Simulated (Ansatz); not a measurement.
Job for Ansatz (a quantum-chemistry and plane-wave program): R-PBE0/def2-TZVPP on TcN, 2S+1 = 1, a spin state set in the input, which need not be the lowest. Elements past Kr take the def2 small-core potentials; no spin–orbit coupling.

Ansatz 0.2 input:
```yaml
crystal:
  periodic: [false, false, false]
  atoms:
    - {symbol: Tc, position_ang: [0.00000000, 0.00000000, 0.00000000]}
    - {symbol: N, position_ang: [0.00000000, 0.00000000, 2.07100000]}
basis:
  gaussian:
    orbitals: def2-TZVPP
hamiltonian:
  xc: {name: PBE0}
relax: {f_tol: 0.002, max_steps: 120}
```

The log:

```
WARN ansatz: RAYON_NUM_THREADS=1 ignored (pool sized by the plan → 1); use --threads N
Functional definition: PBE0
integrals: 0.02 GiB planned
535 factors; their error is unknown
mean field: 0.20 GiB planned
mean field evaluation 1: about -3672.0610 eV, gradient 6.1e1 eV
mean field evaluation 2: about -3557.2175 eV, gradient 1.7e2 eV
mean field evaluation 4: about -3673.7015 eV, gradient 5.4e1 eV
mean field evaluation 8: about -3673.7013 eV, gradient 5.4e1 eV
mean field evaluation 16: about -3679.8936 eV, gradient 2.5e-5 eV
mean field evaluation 32: about -3679.5947 eV, gradient 1.7e0 eV
mean field -3679.89355183 eV, -135.2335937084 hartree, gradient 8.2e-6 eV, S^2 0.000000; 2 other end points of the search recorded, 0 dependent functions left out
the calculation of the forces begins
reference -3679.89359021 eV, -135.2335951188 hartree; 11, 11 occupied and 76, 76 virtual orbitals, 535 factors
relax step   1: F+E_penalty+E_count = -3679.89355183 eV  Δ(F+E_penalty+E_count) = +0.000e0 eV  max|allowed force component| = 1.052e1 eV/Å  Δτ_max = 0.0000 Å  (130 SCF iters, accepted)
these checks for a lower state are left out or cut short: starts, cluster_reference, orbital_swaps, neighbouring_geometries, increment
integrals: 0.02 GiB planned
535 factors; their error is unknown
mean field: 0.20 GiB planned
mean field -3683.64984301 eV, -135.3716348630 hartree, gradient 4.9e-6 eV, S^2 0.000000; 0 other end points of the search recorded, 0 dependent functions left out
the calculation of the forces begins
reference -3683.64988359 eV, -135.3716363542 hartree; 11, 11 occupied and 76, 76 virtual orbitals, 535 factors
relax step   2: F+E_penalty+E_count = -3683.64984301 eV  Δ(F+E_penalty+E_count) = -3.756e0 eV  max|allowed force component| = 6.220e0 eV/Å  Δτ_max = 0.1950 Å  (68 SCF iters, accepted)
these checks for a lower state are left out or cut short: starts, cluster_reference, orbital_swaps, neighbouring_geometries, increment
integrals: 0.02 GiB planned
535 factors; their error is unknown
mean field: 0.20 GiB planned
mean field evaluation 64: about -3681.9703 eV, gradient 4.0e0 eV
mean field -3682.00588383 eV, -135.3112204777 hartree, gradient 6.7e-6 eV, S^2 0.000000; 1 other end points of the search recorded, 0 dependent functions left out
the calculation of the forces begins
reference -3682.00591535 eV, -135.3112216359 hartree; 11, 11 occupied and 76, 76 virtual orbitals, 535 factors
relax step   3: F+E_penalty+E_count = -3682.00588383 eV  Δ(F+E_penalty+E_count) = +1.644e0 eV  max|allowed force component| = 2.387e1 eV/Å  Δτ_max = 0.1613 Å  (102 SCF iters, rejected (line search))
these checks for a lower state are left out or cut short: starts, cluster_reference, orbital_swaps, neighbouring_geometries, increment
integrals: 0.02 GiB planned
535 factors; their error is unknown
mean field: 0.20 GiB planned
mean field -3683.99268844 eV, -135.3842342004 hartree, gradient 5.3e-7 eV, S^2 0.000000; 0 other end points of the search recorded, 0 dependent functions left out
the calculation of the forces begins
reference -3683.99272525 eV, -135.3842355530 hartree; 11, 11 occupied and 76, 76 virtual orbitals, 535 factors
relax step   4: F+E_penalty+E_count = -3683.99268844 eV  Δ(F+E_penalty+E_count) = -3.428e-1 eV  max|allowed force component| = 3.279e0 eV/Å  Δτ_max = 0.0806 Å  (60 SCF iters, accepted)
these checks for a lower state are left out or cut short: starts, cluster_reference, orbital_swaps, neighbouring_geometries, increment
integrals: 0.02 GiB planned
535 factors; their error is unknown
mean field: 0.20 GiB planned
mean field evaluation 96: about -3684.0588 eV, gradient 1.3e-1 eV
mean field -3684.05888423 eV, -135.3866668507 hartree, gradient 4.0e-6 eV, S^2 0.000000; 0 other end points of the search recorded, 0 dependent functions left out
the calculation of the forces begins
reference -3684.05892232 eV, -135.3866682503 hartree; 11, 11 occupied and 76, 76 virtual orbitals, 535 factors
relax step   5: F+E_penalty+E_count = -3684.05888423 eV  Δ(F+E_penalty+E_count) = -6.620e-2 eV  max|allowed force component| = 2.640e-1 eV/Å  Δτ_max = 0.0230 Å  (54 SCF iters, accepted)
these checks for a lower state are left out or cut short: starts, cluster_reference, orbital_swaps, neighbouring_geometries, increment
integrals: 0.02 GiB planned
535 factors; their error is unknown
mean field: 0.20 GiB planned
mean field -3684.05938780 eV, -135.3866853567 hartree, gradient 7.7e-6 eV, S^2 0.000000; 0 other end points of the search recorded, 0 dependent functions left out
the calculation of the forces begins
reference -3684.05942578 eV, -135.3866867524 hartree; 11, 11 occupied and 76, 76 virtual orbitals, 535 factors
relax step   6: F+E_penalty+E_count = -3684.05938780 eV  Δ(F+E_penalty+E_count) = -5.036e-4 eV  max|allowed force component| = 5.459e-3 eV/Å  Δτ_max = 0.0019 Å  (55 SCF iters, accepted)
these checks for a lower state are left out or cut short: starts, cluster_reference, orbital_swaps, neighbouring_geometries, increment
integrals: 0.02 GiB planned
535 factors; their error is unknown
mean field: 0.20 GiB planned
mean field evaluation 128: about -3684.0594 eV, gradient 3.9e-6 eV
mean field -3684.05938802 eV, -135.3866853645 hartree, gradient 6.8e-6 eV, S^2 0.000000; 0 other end points of the search recorded, 0 dependent functions left out
the calculation of the forces begins
reference -3684.05942600 eV, -135.3866867603 hartree; 11, 11 occupied and 76, 76 virtual orbitals, 535 factors
relax step   7: F+E_penalty+E_count = -3684.05938802 eV  Δ(F+E_penalty+E_count) = -2.126e-7 eV  max|allowed force component| = 2.245e-5 eV/Å  Δτ_max = 0.0000 Å  (41 SCF iters, accepted)
integrals: 0.02 GiB planned
535 factors; their error is unknown
mean field: 0.20 GiB planned
mean field evaluation 160: about -3683.8697 eV, gradient 1.8e0 eV
mean field -3684.05938802 eV, -135.3866853645 hartree, gradient 6.8e-6 eV, S^2 0.000000; 2 other end points of the search recorded, 0 dependent functions left out
the calculation of the forces begins
reference -3684.05942600 eV, -135.3866867603 hartree; 11, 11 occupied and 76, 76 virtual orbitals, 535 factors
Total energy: -3684.05942600 eV, -135.3866867603 hartree
Atom 0 at    -0.000000    -0.000000     0.254573 Å, force     0.000000    -0.000000     0.000022 eV/Å
Atom 1 at     0.000000     0.000000     1.816427 Å, force    -0.000000     0.000000    -0.000022 eV/Å
Dipole moment:     0.000000     0.000000    -0.977036 e Å
```

Self-consistency was reached.

Cost: roughly 15 core-seconds.
